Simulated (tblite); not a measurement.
Species: C₆H₆F₃O₂P.
Geometry (GFN2-xTB, Å), atoms numbered from 1 in this order:
```
atom  x, y, z in Å
C1    -3.9981    1.0211    0.3750
C2    -2.8444    1.1163    0.0720
C3    -1.4478    1.2023   -0.2877
P4    -0.3854    0.2488    0.9109
C5     1.2294    0.5221    0.0080
O6     1.4854    1.5009   -0.6344
O7     2.0241   -0.4957    0.2687
C8     3.3388   -0.4737   -0.2866
C9    -0.6800   -1.4677    0.1549
F10    0.0281   -2.4174    0.7706
F11   -1.9694   -1.8122    0.2524
F12   -0.3660   -1.5337   -1.1530
H13   -5.0136    0.9473    0.6264
H14   -1.1038    2.2409   -0.2298
H15   -1.2885    0.8363   -1.3089
H16    3.9103   -1.2197    0.2590
H17    3.2952   -0.7280   -1.3468
H18    3.7768    0.5185   -0.1692
```

Method: GFN2-xTB as coded in tblite; computed harmonic values from a numerical Hessian at the method's own geometry, unscaled. The method is semi-empirical: single wavenumbers can be off by several per cent or more. One conformer, not necessarily the lowest.

Harmonic wavenumbers (cm⁻¹): 33.6, 34.4, 39.6, 53.8, 81.4, 83.1, 153.6, 159.3, 190.3, 214.0, 255.3, 273.4, 295.8, 323.5, 383.2, 411.9, 462.4, 474.0, 483.6, 626.2, 637.7, 647.5, 667.1, 738.8, 792.7, 823.3, 969.8, 1000.4, 1029.7, 1061.0, 1076.8, 1086.7, 1111.8, 1125.4, 1170.5, 1184.5, 1378.8, 1378.9, 1435.0, 1450.0, 1774.4, 2288.6, 2911.6, 2930.3, 2992.3, 2998.6, 3050.2, 3401.8.

A = 1273, B = 639.3, C = 484.9 MHz; mass 198.006 u (most abundant isotopes); point group C1, symmetry number 1.

Zero-point energy?

½Σν̃ = 24073 cm⁻¹ = 287.98 kJ/mol.

What is S at 298.15 K and 1 bar for an ideal gas of classical rigid rotors and harmonic oscillators?

Translation 174.81, rotation 130.03, vibration 214.61: S = 519.5 J/(mol K).

And Cp and H(298.15 K) − H(0)?

Cp = 209.89 J/(mol K), of which vibrations give 176.63 (their classical limit is 48 R = 399.1); H(298.15 K) − H(0) = 40.25 kJ/mol without the zero-point energy, 30.34 from vibrations.

Which modes carry the vibrational entropy at 298.15 K?

33.6 cm⁻¹: 23.45; 34.4 cm⁻¹: 23.25; 39.6 cm⁻¹: 22.09; 53.8 cm⁻¹: 19.55; 81.4 cm⁻¹: 16.14; 83.1 cm⁻¹: 15.97 J/(mol K); the other 42 give 94.17 together.

Blend soft modes into free rotors: weight 1/[1 + (100 cm⁻¹/ν̃)⁴] for the oscillator and the rest for a rotor with moment μB/(μ + B), μ = h/(8π²ν), B = 10⁻⁴⁴ kg m². What vibrational entropy results?

185.55 J/(mol K) in place of 214.61, which changes −T·S at 298.15 K by +8.67 kJ/mol.

Hindered rotation and anharmonicity are outside this model. Other conformers, if any are populated, would add a mixing term that is left out. The structure is chiral; the term R ln 2 for an equal mix with its mirror image is left out.

Time: 0.85 s wall. Hardware: an Arm Neoverse V1 with one thread, shared host with 32 logical CPUs at a one-minute load of 27. The figure is for the frequency step alone.
